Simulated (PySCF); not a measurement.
Isomers of C3H5Cl. Isolated molecules, 0 K electronic values unless said otherwise. Strings in code marks are SMILES.

The numbers are results of ωB97X-D3(BJ)/def2-TZVP // PBE0-D3(BJ)/def2-TZVP (PySCF), not measurements. All candidates: neutral, multiplicity 1. Excitations are Tamm–Dancoff values on a coarser integration grid. The basis has no diffuse functions, so Rydberg states are missing or too high.

- S1 excitation (TDA): 7.29 eV
- HOMO–LUMO gap: 13.39 eV
- dipole moment: 1.92 D

Say which member has these values.
A. `ClC1CC1`
B. `C/C=C/Cl`
C. `C=C(C)Cl`
D. `C/C=C\Cl`

A, `ClC1CC1`. The others give `C=C(C)Cl`: 7.08 eV, 11.85 eV, 1.62 D; `C/C=C/Cl`: 7.07 eV, 11.73 eV, 1.94 D; `C/C=C\Cl`: 7.21 eV, 11.84 eV, 1.66 D
